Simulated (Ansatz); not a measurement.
Relaxed structures of BH3SeO, closed shell (PBE0-D4/def2-TZVP; forces vanish, vibrations not checked; lower isomers may exist, and structures with a doubtful reference or unclear bonds are left out; Å). Program: Ansatz 0.2.0. Basis: def2-TZVPP. Cores are frozen in the correlated methods. Filled d shells of the heavier atoms are correlated. The def2 sets are not built for correlating such inner shells, so the correlated values are less sure here.

Task: Rank them by CCSD(T) energy, lowest first, and give each one's height above the lowest. Links in brackets join atoms within 1.22 times the sum of their covalent radii (1.1 for two metals). (Judge from chemistry; the value comes from the calculation.)
A.
BH₃SeO ([BH2][Se][OH])
```
6
angstrom
B -0.9213 -0.0597 -0.6031
Se 0.4785 -1.0523 0.1533
O 1.2395 0.0973 1.3175
H -1.5837 -0.6698 -1.3866
H -1.1040 1.0774 -0.3061
H 1.8910 0.6070 0.8250
```
B.
a complex of BHSe ([BH][Se]) + H₂O
```
6
angstrom
B -0.5717 0.0328 -0.2456
Se -0.3976 -1.6780 -0.5076
O 1.2149 0.6017 1.6346
H 1.1707 -0.3557 1.7215
H -0.7953 1.1830 -0.1661
H 2.0564 0.7714 1.2025
```
C.
BH₃SeO ([OH2][BH][Se])
```
6
angstrom
B 0.7304 -0.0058 0.3298
Se 0.8837 -1.7687 0.7191
O -0.5113 0.2875 -0.6160
H -0.9830 -0.5739 -0.6111
H -1.0926 1.0270 -0.3811
H 1.2573 1.0376 0.5557
```

Result: Computed: C (0.0 kJ/mol), B (4.2 kJ/mol), A (68.6 kJ/mol). Heights count from the lowest.

The T1 diagnostic stays at or below 0.015.

For scale, one of the runs: CCSD(T)/def2-TZVPP, 152 basis functions, launched by `ansatz run in.yaml --threads 2 --pin off --events-out ev --progress --plain --max-ram 4352MiB`. Time: 31 s of wall clock on 2 CPU threads of an Arm Neoverse V1; the host was shared. Peak host memory: 1.1 GiB.
